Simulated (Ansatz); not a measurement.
C2H6ClGeN, SMILES `C=[CH][GeH]([NH2])[Cl]` at its PBE0-D4/def2-TZVP geometry, where that method's forces vanish. The species carries charge 0 and has multiplicity 1.

```json
{"atom": "C1", "x (Å)": "1.864", "y (Å)": "-0.444", "z (Å)": "0.785"}
{"atom": "C2", "x (Å)": "0.873", "y (Å)": "-0.765", "z (Å)": "-0.035"}
{"atom": "Ge3", "x (Å)": "-0.444", "y (Å)": "0.495", "z (Å)": "-0.664"}
{"atom": "N4", "x (Å)": "-2.100", "y (Å)": "-0.141", "z (Å)": "-0.258"}
{"atom": "Cl5", "x (Å)": "-0.009", "y (Å)": "2.395", "z (Å)": "0.316"}
{"atom": "H6", "x (Å)": "1.994", "y (Å)": "0.569", "z (Å)": "1.153"}
{"atom": "H7", "x (Å)": "2.585", "y (Å)": "-1.183", "z (Å)": "1.122"}
{"atom": "H8", "x (Å)": "0.769", "y (Å)": "-1.790", "z (Å)": "-0.384"}
{"atom": "H9", "x (Å)": "-0.421", "y (Å)": "0.800", "z (Å)": "-2.166"}
{"atom": "H10", "x (Å)": "-2.871", "y (Å)": "0.423", "z (Å)": "-0.587"}
{"atom": "H11", "x (Å)": "-2.241", "y (Å)": "-0.358", "z (Å)": "0.719"}
```

(1) For each bond, give half the difference of the two atoms' forces along it (eV/Å; positive pushes the atoms apart) under PBE-D4, r2SCAN-D4, B3LYP-D4, ωB97M-V in def2-TZVPP. (Best estimate.)

Results:

(1) Computed: 
```json
{"bond": "C1–C2", "length (Å)": "1.326", "PBE-D4": "0.32", "r2SCAN-D4": "0.18", "B3LYP-D4": "0.09", "ωB97M-V": "0.04"}
{"bond": "C1–H6", "length (Å)": "1.086", "PBE-D4": "0.03", "r2SCAN-D4": "-0.06", "B3LYP-D4": "-0.08", "ωB97M-V": "-0.06"}
{"bond": "C1–H7", "length (Å)": "1.086", "PBE-D4": "0.02", "r2SCAN-D4": "-0.06", "B3LYP-D4": "-0.08", "ωB97M-V": "-0.07"}
{"bond": "C2–Ge3", "length (Å)": "1.928", "PBE-D4": "-0.09", "r2SCAN-D4": "-0.04", "B3LYP-D4": "0.08", "ωB97M-V": "0.03"}
{"bond": "C2–H8", "length (Å)": "1.088", "PBE-D4": "0.02", "r2SCAN-D4": "-0.04", "B3LYP-D4": "-0.13", "ωB97M-V": "-0.07"}
{"bond": "Ge3–N4", "length (Å)": "1.820", "PBE-D4": "0.16", "r2SCAN-D4": "0.04", "B3LYP-D4": "0.17", "ωB97M-V": "0.05"}
{"bond": "Ge3–Cl5", "length (Å)": "2.181", "PBE-D4": "0.18", "r2SCAN-D4": "0.05", "B3LYP-D4": "0.23", "ωB97M-V": "0.02"}
{"bond": "Ge3–H9", "length (Å)": "1.533", "PBE-D4": "0.02", "r2SCAN-D4": "-0.07", "B3LYP-D4": "-0.12", "ωB97M-V": "-0.14"}
{"bond": "N4–H10", "length (Å)": "1.010", "PBE-D4": "0.20", "r2SCAN-D4": "0.02", "B3LYP-D4": "-0.05", "ωB97M-V": "-0.03"}
{"bond": "N4–H11", "length (Å)": "1.011", "PBE-D4": "0.21", "r2SCAN-D4": "0.03", "B3LYP-D4": "-0.05", "ωB97M-V": "-0.03"}
```

B3LYP here is the variant with VWN-RPA as its local correlation; programs differ in this.
